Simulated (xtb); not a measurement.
thioethanol (C2H6S), singlet, geometry from GFN2-xTB; GFN2-xTB in xtb.

Input for xtb:
```
$ xtb coord --gfn 2 --json

# file coord
$coord
      2.8735485177       1.3059935987      -0.0101480750  c
      0.0219275694       1.5706746868       0.0060037733  c
     -1.4396050025      -1.5833798069       0.0014638574  s
     -3.8179854090      -0.7637234969       0.0172688087  h
     -0.6243853348       2.5504784072       1.6985746201  h
     -0.6422572118       2.5636113991      -1.6719315794  h
      3.7502146145       3.1657610258      -0.0075500417  h
      3.5064604291       0.2724725234       1.6500683363  h
      3.4887765232       0.2854673763      -1.6849861098  h
$end
```

What the program printed (banner, timings and long lists left out):

```
   ID    Z sym.   atoms
    1    6 c      1, 2
    2   16 s      3
    3    1 h      4-9

           -------------------------------------------------
          |                Calculation Setup                |
           -------------------------------------------------

           -------------------------------------------------
          |                 G F N 2 - x T B                 |
           -------------------------------------------------

          ...................................................
          :                      SETUP                      :
          :.................................................:
          :  # basis functions                  24          :
          :  # atomic orbitals                  23          :
          :  # shells                           13          :
          :  # electrons                        20          :
          :  max. iterations                   250          :
          :  Hamiltonian                  GFN2-xTB          :
          :  restarted?                      false          :
          :  GBSA solvation                  false          :
          :  PC potential                    false          :
          :  electronic temp.          300.0000000     K    :
          :  accuracy                    1.0000000          :
          :  -> integral cutoff          0.2500000E+02      :
          :  -> integral neglect         0.1000000E-07      :
          :  -> SCF convergence          0.1000000E-05 Eh   :
          :  -> wf. convergence          0.1000000E-03 e    :
          :  Broyden damping             0.4000000          :
          :  net charge                          0          :
          :  unpaired electrons                  0          :
          ...................................................

 iter      E             dE          RMSdq      gap      omega  full diag
   1    -10.6636130 -0.106636E+02  0.442E+00    5.30       0.0  T
   2    -10.6896857 -0.260728E-01  0.263E+00    4.72       1.0  T
   3    -10.6908531 -0.116740E-02  0.952E-01    4.61       1.0  T
   4    -10.6917362 -0.883030E-03  0.344E-01    4.47       1.0  T
   5    -10.6917402 -0.406137E-05  0.125E-01    4.48       1.0  T
   6    -10.6917530 -0.127225E-04  0.390E-02    4.47       1.0  T
   7    -10.6917534 -0.404886E-06  0.619E-03    4.48       5.4  T
   8    -10.6917534 -0.575402E-08  0.160E-03    4.48      20.8  T
   9    -10.6917534 -0.214361E-08  0.551E-04    4.48      60.5  T
[...]
         :: total energy             -10.575981222483 Eh    ::
[...]
     2   6 c        3.792     0.008    20.455     6.441
     3  16 s        1.930    -0.292   153.698    20.866
     4   1 h        0.923     0.156     1.350     1.817
     5   1 h        0.925     0.043     2.413     2.429
     6   1 h        0.925     0.043     2.413     2.429
     7   1 h        0.925     0.042     2.421     2.433
     8   1 h        0.925     0.050     2.317     2.381
     9   1 h        0.925     0.050     2.317     2.381

 Mol. C6AA /au·bohr⁶  :        927.327650
 Mol. C8AA /au·bohr⁸  :      27880.986013
 Mol. α(0) /au        :         47.919539

Wiberg/Mayer (AO) data.
largest (>0.10) Wiberg bond orders for each atom

 ---------------------------------------------------------------------------
     #   Z sym  total        # sym  WBO       # sym  WBO       # sym  WBO
 ---------------------------------------------------------------------------
     1   6 c    3.994 --     2 c    1.029     9 h    0.986     8 h    0.986
                             7 h    0.980
     2   6 c    3.978 --     1 c    1.029     3 s    0.986     5 h    0.979
                             6 h    0.979
     3  16 s    1.995 --     2 c    0.986     4 h    0.966
     4   1 h    0.976 --     3 s    0.966
     5   1 h    0.998 --     2 c    0.979
     6   1 h    0.998 --     2 c    0.979
     7   1 h    0.998 --     1 c    0.980
     8   1 h    0.997 --     1 c    0.986
     9   1 h    0.997 --     1 c    0.986
 ---------------------------------------------------------------------------

Topologies differ in total number of bonds
Writing topology from bond orders to xtbtopo.mol

molecular dipole:
                 x           y           z       tot (Debye)
 q only:       -0.008       0.605       0.002
   full:       -0.039       0.915       0.004       2.327
molecular quadrupole (traceless):
                xx          xy          yy          xz          yz          zz
 q only:        2.344      -0.187      -1.416      -0.018      -0.001      -0.928
  q+dip:        2.378      -1.335      -2.618      -0.017      -0.004       0.239
   full:        3.102      -1.035      -2.199      -0.025       0.000      -0.903

           -------------------------------------------------
          | TOTAL ENERGY              -10.575981222483 Eh   |
          | GRADIENT NORM               0.000025531051 Eh/α |
          | HOMO-LUMO GAP               4.475146768431 eV   |
           -------------------------------------------------

normal termination of xtb
```
